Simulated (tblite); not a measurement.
C7H12SSi.
Structure used (GFN2-xTB), in Å, numbered top down from 1:
```xyz
21
C7H12SSi angstrom
C      3.126    2.236    0.018
C      2.439    1.249    0.039
Si     1.377   -0.270    0.060
C      2.403   -1.823    0.413
C      0.074   -0.279   -1.345
C     -0.986    0.252   -0.370
S     -2.587   -0.609   -0.551
C     -3.591    0.406    0.568
C     -0.282    0.018    0.976
H      3.727    3.100   -0.001
H      2.903   -1.741    1.373
H      3.167   -1.954   -0.346
H      1.786   -2.716    0.428
H     -0.185   -1.276   -1.696
H      0.219    0.352   -2.218
H     -1.181    1.313   -0.536
H     -3.609    1.432    0.209
H     -3.178    0.360    1.572
H     -4.593   -0.010    0.559
H     -0.371    0.850    1.670
H     -0.665   -0.874    1.470
```

Calculated harmonic vibrations of the isolated species, GFN2-xTB (tblite), most abundant isotopes, no scaling. The method is semi-empirical: single wavenumbers can be off by several per cent or more. One conformer, not necessarily the lowest.

Harmonic wavenumbers (cm⁻¹): 32.7, 54.7, 85.2, 95.1, 104.8, 140.8, 153.9, 157.5, 181.4, 250.5, 266.9, 311.3, 332.9, 457.9, 594.4, 667.5, 678.2, 680.0, 694.8, 698.7, 734.0, 744.4, 786.1, 825.6, 846.3, 861.7, 944.8, 947.9, 979.6, 1013.0, 1071.5, 1110.7, 1181.9, 1194.2, 1237.9, 1257.8, 1317.3, 1367.2, 1453.3, 1455.5, 1462.0, 1467.1, 1473.3, 1481.4, 2201.4, 2945.7, 2996.8, 3003.1, 3009.4, 3012.9, 3021.1, 3023.5, 3044.8, 3052.0, 3053.2, 3059.3, 3353.9.

A = 2247, B = 593.5, C = 535.8 MHz; mass 156.043 u (most abundant isotopes); point group C1, symmetry number 1.

Problem. Zero-point energy?

Solution. ½Σν̃ = 36315 cm⁻¹ = 103.83 kcal/mol.

Problem. What is S at 298.15 K and 1 bar for an ideal gas of classical rigid rotors and harmonic oscillators?

Solution. Translation 41.07, rotation 30.49, vibration 42.20: S = 113.8 cal/(mol K).

Problem. And Cp and H(298.15 K) − H(0)?

Solution. Cp = 46.48 cal/(mol K), of which vibrations give 38.53 (their classical limit is 57 R = 113.3); H(298.15 K) − H(0) = 8.65 kcal/mol without the zero-point energy, 6.28 from vibrations.

Problem. Blend soft modes into free rotors: weight 1/[1 + (100 cm⁻¹/ν̃)⁴] for the oscillator and the rest for a rotor with moment μB/(μ + B), μ = h/(8π²ν), B = 10⁻⁴⁴ kg m². What vibrational entropy results?

Solution. 38.24 cal/(mol K) in place of 42.20, which changes −T·S at 298.15 K by +1.18 kcal/mol.

Problem. What must be added to the electronic energy to get the Gibbs energy at 298.15 K and 1 bar?

Solution. ZPE + [H(298.15 K) − H(0)] − T·S = 103.83 + 8.65 − 33.92 = 78.56 kcal/mol.

Problem. Which modes carry the vibrational entropy at 298.15 K?

Solution. 32.7 cm⁻¹: 5.66; 54.7 cm⁻¹: 4.64; 85.2 cm⁻¹: 3.77; 95.1 cm⁻¹: 3.55; 104.8 cm⁻¹: 3.36; 140.8 cm⁻¹: 2.79 cal/(mol K); the other 51 give 18.43 together.

Problem. How do the functions run with temperature in this model?

Solution. 
```tsv
T (K)	S (cal/(mol K))	Cp (cal/(mol K))	H − H(0) (kcal/mol)	G − H(0) (kcal/mol)	ln q(vib)
50	62.9	16.7	0.58	-2.57	0.98
100	77.1	24.6	1.63	-6.09	2.99
373.15	125.1	54.5	12.44	-34.23	13.25
500	142.6	65.7	20.10	-51.22	17.48
750	172.5	81.2	38.62	-90.73	25.18
1000	197.3	91.5	60.29	-137.05	32.11
```

q(vib) and H(0) count from the zero-point level.

Hindered rotation and anharmonicity are outside this model. Other conformers, if any are populated, would add a mixing term that is left out. The structure is chiral; the term R ln 2 for an equal mix with its mirror image is left out.
